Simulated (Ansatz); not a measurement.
**Which is lower?**

Two relaxed structures of C$_{2}$HGa, closed shell (PBE0-D4/def2-TZVP; forces vanish, vibrations not checked).

A:

```csv
atom,x (Å),y (Å),z (Å)
C1,0.9808,-0.4827,0.9325
C2,-0.2086,-0.3696,1.3726
Ga3,-0.1562,0.1723,-0.4659
H4,-0.6160,0.6800,-1.8391
```

B:

C1  (0.039, -0.242, 0.656)
C2  (-0.264, -0.613, 1.773)
Ga3  (0.542, 0.372, -1.197)
H4  (-0.531, -0.938, 2.754)
(Å)

Ansatz 0.2.0; basis: def2-TZVPP; cores frozen in the correlated methods. Filled d shells of the heavier atoms are correlated. The def2 sets are not built for correlating such inner shells, so the correlated values are less sure here. B3LYP uses VWN-RPA correlation.

Task: Which structure is lower at CCSD(T), and by how much? (Judge from chemistry; the value comes from the calculation.)

Result: By the calculation: B, by 49.19 kcal/mol (electronic energy, against the other). By their contacts, A is C₂HGa ([C]1[C][GaH]1) and B is C₂HGa ([CH][C][Ga]).

All methods give the same order:

| method | E(B) − E(A) (kcal/mol) |
| --- | --- |
| PBE-D4 | -51.89 |
| r2SCAN-D4 | -48.69 |
| PBE0-D4 | -51.30 |
| B3LYP-D4 | -56.23 |
| wB97M-V | -50.04 |
| HF | -54.42 |
| MP2 | -47.58 |
| CCSD | -51.07 |
| CCSD(T) | -49.19 |

The T1 diagnostic stays at or below 0.019.

Labels in which every atom is bracketed show which atoms are joined, not bond orders.

For scale, one of the runs: CCSD(T)/def2-TZVPP, 124 basis functions, launched by `ansatz run in.yaml --threads 2 --pin off --events-out ev --progress --plain --max-ram 4352MiB`. The run took about 9 s on 2 CPU threads of an Arm Neoverse V2 (shared host).
